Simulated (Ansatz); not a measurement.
Geometry optimisation of CH9NSSi2 (`CS[SiH](N)[SiH3]`).

```yaml
crystal:
  periodic: [false, false, false]
  atoms:
    - {symbol: C, position_ang: [-2.070468, 0.268599, 0.785256]}
    - {symbol: S, position_ang: [-0.680303, -0.030530, 1.952783]}
    - {symbol: Si, position_ang: [0.871497, -0.524711, 0.534740]}
    - {symbol: N, position_ang: [0.316283, -1.805561, -0.512609]}
    - {symbol: Si, position_ang: [1.371604, 1.318889, -0.841776]}
    - {symbol: H, position_ang: [-2.040704, -0.472722, -0.037598]}
    - {symbol: H, position_ang: [-3.009741, 0.145348, 1.357889]}
    - {symbol: H, position_ang: [-2.030587, 1.294907, 0.370091]}
    - {symbol: H, position_ang: [2.034481, -0.838924, 1.447631]}
    - {symbol: H, position_ang: [0.107415, -2.727296, -0.119946]}
    - {symbol: H, position_ang: [0.684612, -1.883695, -1.463696]}
    - {symbol: H, position_ang: [2.029078, 2.397622, -0.023388]}
    - {symbol: H, position_ang: [0.107787, 1.877253, -1.443268]}
    - {symbol: H, position_ang: [2.296146, 0.951521, -1.977211]}
basis:
  gaussian: {orbitals: def2-TZVP}
hamiltonian: {xc: pbe0, dispersion: d4}
relax: {f_tol: 0.005, max_steps: 150}
```

```sh
$ ansatz run in.yaml --threads 2 --pin off --events-out ev --progress --plain --max-ram 22528MiB --backend cuda --devices 0, --max-vram 18GiB
```

Output, abridged:

```
Functional definition: PBE0
mean field -29254.13317232 eV, -1075.0695649190 hartree, gradient 2.7e-5 eV, S^2 0.000000; 0 other end points of the search recorded, 0 dependent functions left out
relax step   1: F+E_penalty+E_count = -29254.45795665 eV  Δ(F+E_penalty+E_count) = +0.000e0 eV  max|allowed force component| = 6.452e-1 eV/Å  Δτ_max = 0.0000 Å  (28 SCF iters, accepted)
mean field -29254.18904644 eV, -1075.0716182553 hartree, gradient 1.6e-5 eV, S^2 0.000000; 0 other end points of the search recorded, 0 dependent functions left out
relax step   2: F+E_penalty+E_count = -29254.51522693 eV  Δ(F+E_penalty+E_count) = -5.727e-2 eV  max|allowed force component| = 2.449e-1 eV/Å  Δτ_max = 0.0405 Å  (31 SCF iters, accepted)
mean field -29254.19394878 eV, -1075.0717984129 hartree, gradient 1.6e-5 eV, S^2 0.000000; 0 other end points of the search recorded, 0 dependent functions left out
relax step   3: F+E_penalty+E_count = -29254.52115576 eV  Δ(F+E_penalty+E_count) = -5.929e-3 eV  max|allowed force component| = 1.196e-1 eV/Å  Δτ_max = 0.0398 Å  (31 SCF iters, accepted)
mean field -29254.19608987 eV, -1075.0718770964 hartree, gradient 1.6e-5 eV, S^2 0.000000; 0 other end points of the search recorded, 0 dependent functions left out
relax step   4: F+E_penalty+E_count = -29254.52285920 eV  Δ(F+E_penalty+E_count) = -1.703e-3 eV  max|allowed force component| = 5.248e-2 eV/Å  Δτ_max = 0.0196 Å  (31 SCF iters, accepted)
mean field -29254.19642188 eV, -1075.0718892976 hartree, gradient 1.5e-5 eV, S^2 0.000000; 0 other end points of the search recorded, 0 dependent functions left out
relax step   5: F+E_penalty+E_count = -29254.52329944 eV  Δ(F+E_penalty+E_count) = -4.402e-4 eV  max|allowed force component| = 9.956e-2 eV/Å  Δτ_max = 0.0220 Å  (31 SCF iters, accepted)
mean field -29254.19735366 eV, -1075.0719235400 hartree, gradient 1.5e-5 eV, S^2 0.000000; 0 other end points of the search recorded, 0 dependent functions left out
relax step   6: F+E_penalty+E_count = -29254.52391393 eV  Δ(F+E_penalty+E_count) = -6.145e-4 eV  max|allowed force component| = 3.296e-2 eV/Å  Δτ_max = 0.0157 Å  (31 SCF iters, accepted)
mean field -29254.19751775 eV, -1075.0719295701 hartree, gradient 1.5e-5 eV, S^2 0.000000; 0 other end points of the search recorded, 0 dependent functions left out
relax step   7: F+E_penalty+E_count = -29254.52402617 eV  Δ(F+E_penalty+E_count) = -1.122e-4 eV  max|allowed force component| = 7.365e-3 eV/Å  Δτ_max = 0.0101 Å  (32 SCF iters, accepted)
mean field -29254.19758028 eV, -1075.0719318681 hartree, gradient 1.5e-5 eV, S^2 0.000000; 0 other end points of the search recorded, 0 dependent functions left out
relax step   8: F+E_penalty+E_count = -29254.52407659 eV  Δ(F+E_penalty+E_count) = -5.042e-5 eV  max|allowed force component| = 1.709e-2 eV/Å  Δτ_max = 0.0091 Å  (31 SCF iters, accepted)
mean field -29254.19760130 eV, -1075.0719326403 hartree, gradient 1.5e-5 eV, S^2 0.000000; 0 other end points of the search recorded, 0 dependent functions left out
relax step   9: F+E_penalty+E_count = -29254.52412073 eV  Δ(F+E_penalty+E_count) = -4.414e-5 eV  max|allowed force component| = 1.159e-2 eV/Å  Δτ_max = 0.0091 Å  (32 SCF iters, accepted)
mean field -29254.19759715 eV, -1075.0719324881 hartree, gradient 1.5e-5 eV, S^2 0.000000; 0 other end points of the search recorded, 0 dependent functions left out
relax step  10: F+E_penalty+E_count = -29254.52417390 eV  Δ(F+E_penalty+E_count) = -5.317e-5 eV  max|allowed force component| = 8.593e-3 eV/Å  Δτ_max = 0.0135 Å  (31 SCF iters, accepted)
mean field -29254.19757361 eV, -1075.0719316229 hartree, gradient 1.5e-5 eV, S^2 0.000000; 0 other end points of the search recorded, 0 dependent functions left out
relax step  11: F+E_penalty+E_count = -29254.52422825 eV  Δ(F+E_penalty+E_count) = -5.435e-5 eV  max|allowed force component| = 1.334e-2 eV/Å  Δτ_max = 0.0205 Å  (31 SCF iters, accepted)
mean field -29254.19761210 eV, -1075.0719330373 hartree, gradient 1.5e-5 eV, S^2 0.000000; 0 other end points of the search recorded, 0 dependent functions left out
relax step  12: F+E_penalty+E_count = -29254.52425457 eV  Δ(F+E_penalty+E_count) = -2.632e-5 eV  max|allowed force component| = 1.656e-2 eV/Å  Δτ_max = 0.0186 Å  (31 SCF iters, accepted)
mean field -29254.19766116 eV, -1075.0719348402 hartree, gradient 1.5e-5 eV, S^2 0.000000; 0 other end points of the search recorded, 0 dependent functions left out
relax step  13: F+E_penalty+E_count = -29254.52427822 eV  Δ(F+E_penalty+E_count) = -2.365e-5 eV  max|allowed force component| = 9.000e-3 eV/Å  Δτ_max = 0.0064 Å  (32 SCF iters, accepted)
mean field -29254.19769150 eV, -1075.0719359551 hartree, gradient 1.2e-5 eV, S^2 0.000000; 0 other end points of the search recorded, 0 dependent functions left out
relax step  14: F+E_penalty+E_count = -29254.52429038 eV  Δ(F+E_penalty+E_count) = -1.216e-5 eV  max|allowed force component| = 5.094e-3 eV/Å  Δτ_max = 0.0035 Å  (23 SCF iters, accepted)
mean field -29254.19771546 eV, -1075.0719368358 hartree, gradient 1.1e-5 eV, S^2 0.000000; 0 other end points of the search recorded, 0 dependent functions left out
relax step  15: F+E_penalty+E_count = -29254.52429671 eV  Δ(F+E_penalty+E_count) = -6.339e-6 eV  max|allowed force component| = 7.576e-3 eV/Å  Δτ_max = 0.0038 Å  (23 SCF iters, accepted)
mean field -29254.19771232 eV, -1075.0719367202 hartree, gradient 1.9e-5 eV, S^2 0.000000; 0 other end points of the search recorded, 0 dependent functions left out
relax step  16: F+E_penalty+E_count = -29254.52429949 eV  Δ(F+E_penalty+E_count) = -2.773e-6 eV  max|allowed force component| = 5.702e-3 eV/Å  Δτ_max = 0.0037 Å  (22 SCF iters, accepted)
mean field -29254.19770037 eV, -1075.0719362810 hartree, gradient 2.2e-5 eV, S^2 0.000000; 0 other end points of the search recorded, 0 dependent functions left out
relax step  17: F+E_penalty+E_count = -29254.52430096 eV  Δ(F+E_penalty+E_count) = -1.467e-6 eV  max|allowed force component| = 1.827e-3 eV/Å  Δτ_max = 0.0036 Å  (22 SCF iters, accepted)
mean field -29254.19770037 eV, -1075.0719362810 hartree, gradient 2.2e-5 eV, S^2 0.000000; 1 other end points of the search recorded, 0 dependent functions left out
Total energy: -29254.52433866 eV, -1075.0839400170 hartree
Atom 0 at    -2.074895     0.264075     0.774260 Å, force    -0.000772    -0.000169     0.000757 eV/Å
Atom 1 at    -0.708091    -0.091633     1.915563 Å, force    -0.000417     0.000091    -0.000619 eV/Å
Atom 2 at     0.850673    -0.520290     0.531095 Å, force     0.001202     0.000862     0.001801 eV/Å
Atom 3 at     0.386912    -1.808222    -0.505984 Å, force    -0.000818    -0.001364    -0.001827 eV/Å
Atom 4 at     1.349602     1.319456    -0.832132 Å, force     0.000197     0.000382    -0.000167 eV/Å
Atom 5 at    -2.128443    -0.496189    -0.004162 Å, force     0.000050     0.000264     0.000195 eV/Å
Atom 6 at    -2.993090     0.243120     1.360357 Å, force     0.000494     0.000281    -0.000696 eV/Å
Atom 7 at    -1.961480     1.249438     0.323650 Å, force     0.000043    -0.000085     0.000123 eV/Å
Atom 8 at     1.991310    -0.805412     1.450159 Å, force     0.000325     0.000378    -0.000384 eV/Å
Atom 9 at     0.148434    -2.713639    -0.133464 Å, force    -0.000038    -0.000261     0.000151 eV/Å
Atom 10 at     0.747081    -1.870620    -1.443785 Å, force     0.000093    -0.000189     0.000227 eV/Å
Atom 11 at     2.083034     2.345224    -0.044285 Å, force     0.000011    -0.000038     0.000035 eV/Å
Atom 12 at     0.102811     1.933131    -1.366316 Å, force    -0.000305    -0.000101     0.000101 eV/Å
Atom 13 at     2.193242     0.922260    -1.996059 Å, force    -0.000065    -0.000051     0.000303 eV/Å
Dipole moment:    -0.106646    -0.257386    -0.362271 e Å
```

It took 25 s on 2 threads of an AMD EPYC 7R13 on a shared host and a share of an NVIDIA H100 80 GB, with 0.92 GiB of host memory at the peak.
